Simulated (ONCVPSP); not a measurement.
samarium (Sm) ONCV: all-electron and pseudo phase curves

Sm (Z = 62), optimised norm-conserving Vanderbilt (ONCV), made with ONCVPSP 4.0.1 (PBE, scalar-relativistic). Core [Kr] 4d10 4f5, reference 5s2 5p6 5d1 6s1 6p1. Waves: 5s+6s: rc 2.25 bohr, ncon 3, nbas 6, qcut 5.5 1/bohr, 2 projectors; 5p+6p: rc 2.35 bohr, ncon 4, nbas 8, qcut 4.8 1/bohr, 2 projectors; 5d: rc 3.85 bohr, ncon 4, nbas 9, qcut 4.9 1/bohr, 2 projectors, debl 1 Ha. Local part: polynomial inside 1.50 bohr (lpopt 5, dvloc0 1 Ha). Core correction: Teter function fitted to the true core (icmod 2), fcfact 0.25.

The phase is arctan(r·R′/R) of the radial function R(r), unwrapped; energies in Ha, scanned from -3 to 5 Ha. A pole is an energy at which the radial function vanishes at the test radius. The pseudo phase is shifted by a multiple of π to meet the all-electron one at the reference energy, and phase errors are pseudo minus all-electron; the curves can meet again beyond the range given. Levels narrower than the energy grid can be missing from the lists of poles.

Question: For each channel, where are the poles, and over which energies does the pseudopotential scatter like the atom?

Answer:

```json
{"channel": "s", "radius (bohr)": "2.29", "reference energy (Ha)": "-0.17", "poles, all-electron": "-1.55, 3.46", "poles, pseudo": "-1.55, 2.68, 3.94", "unbroken range about the reference energy with phases within 0.05 rad": "below 2.6", "phase error 1 Ha above the reference energy (rad)": "-0.007"}
{"channel": "p", "radius (bohr)": "2.39", "reference energy (Ha)": "-0.07", "poles, all-electron": "-0.68, 3.87", "poles, pseudo": "-0.68, 3.55", "unbroken range about the reference energy with phases within 0.05 rad": "below 4.0", "phase error 1 Ha above the reference energy (rad)": "-0.006"}
{"channel": "d", "radius (bohr)": "3.90", "reference energy (Ha)": "-0.14", "poles, all-electron": "-0.03, 1.35, 3.62", "poles, pseudo": "-0.03, 1.36, 3.63", "unbroken range about the reference energy with phases within 0.05 rad": "below 2.1", "phase error 1 Ha above the reference energy (rad)": "+0.000"}
```

Note: no bound ghost flagged; GHOST(+) flagged for s at 79.3 eV.

Phases in the p channel:

```csv
E (Ha),all-electron,pseudo
-2.98,1.317,1.317
-2.76,1.297,1.297
-2.54,1.271,1.271
-2.32,1.236,1.235
-2.10,1.184,1.184
-1.88,1.101,1.101
-1.66,0.937,0.936
-1.44,0.486,0.486
-1.22,-0.663,-0.663
-1.00,-1.294,-1.294
-0.78,-1.511,-1.511
-0.56,-1.624,-1.624
-0.34,-1.703,-1.703
-0.12,-1.774,-1.774
0.10,-1.851,-1.851
0.32,-1.949,-1.949
0.54,-2.094,-2.095
0.76,-2.346,-2.349
0.98,-2.826,-2.834
1.20,-3.505,-3.519
1.42,-3.988,-4.000
1.64,-4.239,-4.249
1.86,-4.378,-4.387
2.08,-4.464,-4.473
2.30,-4.524,-4.534
2.52,-4.568,-4.578
2.74,-4.602,-4.614
2.96,-4.630,-4.644
3.18,-4.653,-4.670
3.40,-4.674,-4.695
3.62,-4.693,-4.720
3.84,-4.710,-4.747
4.06,-4.727,-4.780
4.28,-4.743,-4.825
4.50,-4.760,-4.905
4.72,-4.778,-5.117
4.94,-4.798,-6.443
```
